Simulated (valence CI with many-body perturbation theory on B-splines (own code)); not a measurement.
The numbers below are computed, except where a source is named.
Basis-set convergence for Te II

Method: configuration interaction combined with many-body perturbation theory (CI+MBPT): five valence electrons over a frozen Dirac-Fock core [Kr] 4d10, radial functions for each j: 9 s, 9 p, 8 d, 6 f, 3 g, 1 h, with the one-electron correlation potential Σ1, the two-electron term Σ2, the three-electron term Σ3, Breit, model QED; selected CI, second order for the rest, scaled by the run's own slope (own B-spline code, finite nucleus).

Set against measurement, 10 paired levels are off by 109 cm⁻¹ on average, the worst by 338. These come from a selection out of the NIST Handbook of Basic Atomic Spectroscopic Data. Levels without a partner in it may be off by more. Among the levels kept, up to 2000 cm⁻¹ of a level comes from second order outside the variational space, and about a tenth of that is noise between levels of different J, which matters for small intervals.

The reference run has the lowest level 5s2 5p3 4S°_3/2 and an ionisation energy of 18.1908 eV. Its largest variational space holds 20000 state functions.

Names give the largest LS component (configuration and term), which can be under half, so a name can repeat, a term be missing and a line seem to break the LS rules; names also repeat where a configuration has a term twice.

Changed runs:
A. basis 6 s, 6 p, 5 d, 3 f, 1 g
B. basis 5 s, 5 p, 4 d, 2 f

Excitation energies of the reference run in cm⁻¹, and shifts in cm⁻¹:

```csv
Level,Reference,A,B
5s2 5p3 2D°_3/2,10227,+88,+399
5s2 5p3 2D°_5/2,12410,+96,+399
5s2 5p3 2P°_1/2,20538,+124,+531
5s2 5p3 2P°_3/2,24029,+84,+458
5s 5p4 4P_5/2,70858,-35,+24
5s 5p4 4P_3/2,74555,-41,+11
5s 5p4 4P_1/2,75965,-8.8,+41
5s2 5p2 6s 4P_1/2,78484,-50,-178
5s2 5p2 5d 2P_3/2,81847,+11,
5s2 5p2 6s 4P_3/2,82775,-64,-29
5s2 5p2 6s 2P_1/2,83654,-31,-90
5s2 5p2 5d 4F_5/2,84971,+55,+458
Ionisation energy (eV),18.1908,-0.0069,-0.0359
```

A blank means that the level has no clear partner in that run.
